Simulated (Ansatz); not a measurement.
Ansatz results at the PBE0-D4/def2-TZVP geometry: HOMO–LUMO gap (ωB97M-V/def2-TZVPP) 11.75 eV; size of the dipole moment (ωB97M-V/def2-TZVPP) 1.64 D; size of the dipole moment (B3LYP/def2-TZVPP) 1.67 D.

Each molecule was computed in one conformer, which needn't be the lowest.

(1) Which molecule gave them?
A. `FC(F)(F)COBCl`
B. `OBF`
C. `OB(O[SiH3])O[SiH3]`
D. `[SiH3]OBS`

Results:

(1) D. The others give `FC(F)(F)COBCl`: 12.70, 2.31, 2.30; `OB(O[SiH3])O[SiH3]`: 12.46, 1.55, 1.57; `OBF`: 15.03, 1.09, 1.06.

B3LYP here is the variant with VWN-RPA as its local correlation; programs differ in this.
